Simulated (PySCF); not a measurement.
B3LYP has the VWN-RPA correlation part, as in Gaussian. Delta-SCF ions had no search for a lower state. 

Cartesian coordinates (Å):
SMILES: N#C[SiH2]N
```xyz
8

N      2.5194    -1.2435     0.0907
C      1.6172    -0.5263     0.0595
Si     0.1251     0.5972     0.0077
N     -1.3614    -0.2363    -0.0534
H      0.2001     1.3941     1.2442
H      0.2944     1.4059    -1.2118
H     -1.6654    -0.6916    -0.9000
H     -1.7293    -0.6995     0.7630
```
Charge 0, spin multiplicity 1.

Task: Give the total energy, dipole moment and vertical ionisation energy (Delta-SCF) at the level PySCF 2.14.0 with B3LYP-D3(BJ)/def2-TZVP.

Result: 
The total energy is -439.6339 Ha and the dipole moment comes out as 3.79 D. The vertical ionisation energy (Delta-SCF) is 10.67 eV.
